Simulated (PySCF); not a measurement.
PySCF job for trans-(1R,2R)-1-chloro-2-ethynylcyclopropane (C5H5Cl), SMILES C#C[C@H]1C[C@H]1Cl, SMD-ωB97X/6-31G*. Coordinates come from a PBE0-D3(BJ)/def2-SVP optimisation.

```python
import numpy as np
from pyscf import gto, scf, dft
from pyscf.solvent import smd

mol = gto.M(
    atom='''
    C     2.46008855   -0.54942649    0.72158828
    C     1.42966395   -0.75980625    0.12107708
    C     0.21735196   -1.01604739   -0.60441072
    C    -1.09009761   -1.23587966    0.13108988
    C    -0.89436784    0.00791013   -0.65890893
    Cl   -0.71862980    1.54583898    0.15619363
    H     3.37150352   -0.35769834    1.25648836
    H     0.35776703   -1.58426169   -1.53098283
    H    -1.77870452   -1.99437915   -0.24977220
    H    -1.05275909   -1.13942554    1.21845811
    H    -1.41693462    0.11600009   -1.61209667
    ''',
    basis='6-31G*',
    charge=0,
    spin=0,
    max_memory=1600,
    verbose=3,
)
mf = dft.RKS(mol, xc='wb97x').density_fit(auxbasis='def2-universal-jkfit')
mf.grids.level = 3
mf.conv_tol = 1e-9
mf.max_cycle = 100
mf.kernel()
res = {}
for name in ['water', 'toluene', 'ethylethanoate']:
    s = mf.SMD()
    s.with_solvent.solvent, s.with_solvent.sasa_ng = name, 194
    s.kernel(mf.make_rdm1())
    res[name] = (s.e_tot, s.with_solvent.get_cds(), s.dip_moment(), s.mo_energy, s.converged)
    print(f'SMD {name}: dG(solv) = {(s.e_tot - mf.e_tot) * 627.509474:.3f} kcal/mol, of which CDS {res[name][1] * 627.509474:.3f}')
```

It prints:

```
converged SCF energy = -653.555980761341
converged SCF energy = -653.561021794549
Dipole moment(X, Y, Z, Debye): -0.93679, -2.29743, -1.17955
SMD water: dG(solv) = -3.163 kcal/mol, of which CDS 3.802
converged SCF energy = -653.564971115678
Dipole moment(X, Y, Z, Debye): -0.70356, -1.98319, -0.92669
SMD toluene: dG(solv) = -5.642 kcal/mol, of which CDS -2.514
converged SCF energy = -653.566610310278
Dipole moment(X, Y, Z, Debye): -0.82788, -2.15846, -1.06001
SMD ethylethanoate: dG(solv) = -6.670 kcal/mol, of which CDS -1.412
```

The run converged.

Cost: very roughly 60 core-seconds.
